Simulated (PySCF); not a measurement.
Magnetic susceptibility: `C=[P@@](C)([C@H](C)CC)C(C)(C)C`, C10H23P

Geometry:
```json
{"atom": "C1", "x (Å)": "-0.505", "y (Å)": "-1.945", "z (Å)": "-1.413"}
{"atom": "P2", "x (Å)": "-0.245", "y (Å)": "-0.750", "z (Å)": "-0.232"}
{"atom": "C3", "x (Å)": "0.418", "y (Å)": "-1.643", "z (Å)": "1.220"}
{"atom": "C4", "x (Å)": "1.060", "y (Å)": "0.422", "z (Å)": "-0.862"}
{"atom": "C5", "x (Å)": "0.773", "y (Å)": "0.724", "z (Å)": "-2.331"}
{"atom": "C6", "x (Å)": "2.462", "y (Å)": "-0.185", "z (Å)": "-0.729"}
{"atom": "C7", "x (Å)": "3.185", "y (Å)": "0.234", "z (Å)": "0.545"}
{"atom": "C8", "x (Å)": "-1.536", "y (Å)": "0.422", "z (Å)": "0.628"}
{"atom": "C9", "x (Å)": "-0.995", "y (Å)": "1.281", "z (Å)": "1.765"}
{"atom": "C10", "x (Å)": "-2.122", "y (Å)": "1.313", "z (Å)": "-0.463"}
{"atom": "C11", "x (Å)": "-2.628", "y (Å)": "-0.511", "z (Å)": "1.145"}
{"atom": "H12", "x (Å)": "-1.111", "y (Å)": "-2.755", "z (Å)": "-1.009"}
{"atom": "H13", "x (Å)": "-0.931", "y (Å)": "-1.559", "z (Å)": "-2.335"}
{"atom": "H14", "x (Å)": "1.295", "y (Å)": "-2.202", "z (Å)": "0.904"}
{"atom": "H15", "x (Å)": "0.662", "y (Å)": "-0.986", "z (Å)": "2.050"}
{"atom": "H16", "x (Å)": "-0.344", "y (Å)": "-2.355", "z (Å)": "1.534"}
{"atom": "H17", "x (Å)": "1.010", "y (Å)": "1.353", "z (Å)": "-0.288"}
{"atom": "H18", "x (Å)": "1.470", "y (Å)": "1.475", "z (Å)": "-2.702"}
{"atom": "H19", "x (Å)": "0.895", "y (Å)": "-0.183", "z (Å)": "-2.918"}
{"atom": "H20", "x (Å)": "-0.238", "y (Å)": "1.094", "z (Å)": "-2.479"}
{"atom": "H21", "x (Å)": "3.063", "y (Å)": "0.140", "z (Å)": "-1.582"}
{"atom": "H22", "x (Å)": "2.387", "y (Å)": "-1.274", "z (Å)": "-0.794"}
{"atom": "H23", "x (Å)": "3.329", "y (Å)": "1.313", "z (Å)": "0.557"}
{"atom": "H24", "x (Å)": "4.163", "y (Å)": "-0.239", "z (Å)": "0.598"}
{"atom": "H25", "x (Å)": "2.624", "y (Å)": "-0.041", "z (Å)": "1.433"}
{"atom": "H26", "x (Å)": "-1.779", "y (Å)": "1.956", "z (Å)": "2.109"}
{"atom": "H27", "x (Å)": "-0.685", "y (Å)": "0.674", "z (Å)": "2.613"}
{"atom": "H28", "x (Å)": "-0.150", "y (Å)": "1.887", "z (Å)": "1.445"}
{"atom": "H29", "x (Å)": "-3.018", "y (Å)": "1.819", "z (Å)": "-0.103"}
{"atom": "H30", "x (Å)": "-2.398", "y (Å)": "0.710", "z (Å)": "-1.329"}
{"atom": "H31", "x (Å)": "-1.409", "y (Å)": "2.074", "z (Å)": "-0.775"}
{"atom": "H32", "x (Å)": "-2.929", "y (Å)": "-1.203", "z (Å)": "0.358"}
{"atom": "H33", "x (Å)": "-2.283", "y (Å)": "-1.090", "z (Å)": "2.000"}
{"atom": "H34", "x (Å)": "-3.505", "y (Å)": "0.057", "z (Å)": "1.455"}
```

Theory: GIAO B97-2/pcSseg-1 magnetisability, rotational g tensor and spin-rotation constants, non-relativistic, gas phase in PySCF 2.14.0. Geometry: GFN2-xTB.

Task: How diamagnetic is it, and how anisotropic?

Result: Isotropic -2414 × 10⁻³⁰ J/T², or -145.4 × 10⁻⁶ cm³/mol; principal values -2503, -2385, -2354 × 10⁻³⁰ J/T², anisotropy 136 × 10⁻³⁰ J/T² (root of half the summed squared differences of the principal values). The susceptibility is in cgs units.

Task: Split it along the inertial axes a, b, c into diamagnetic and paramagnetic parts about the centre of mass, with the quadrupole moment.

Result: 
```csv
axis,χ (10⁻⁶ cm³/mol),diamagnetic (10⁻⁶ cm³/mol),paramagnetic (10⁻⁶ cm³/mol),summed x² of all electrons (Å²),quadrupole Θ (D Å)
a,-143.9,-1272.3,1128.4,336.7,+4.06
b,-150.4,-2020.9,1870.5,160.2,+0.26
c,-141.8,-2108.3,1966.4,139.7,-4.33
```
Anisotropies 2χaa − χbb − χcc = +4.4 and 2χbb − χaa − χcc = -15.0 × 10⁻⁶ cm³/mol. Θ is traceless in Buckingham's convention.

Task: And the rotational g tensor?

Result: 
| axis | rotational constant (GHz) | g | nuclear part | electronic part |
| --- | --- | --- | --- | --- |
| a | 1.2013 | -0.0028 | 0.6340 | -0.6368 |
| b | 0.6940 | +0.0012 | 0.6111 | -0.6099 |
| c | 0.6669 | -0.0006 | 0.6155 | -0.6161 |

Asymmetric top; isotopes 12C, 1H, 31P; no vibrational averaging.
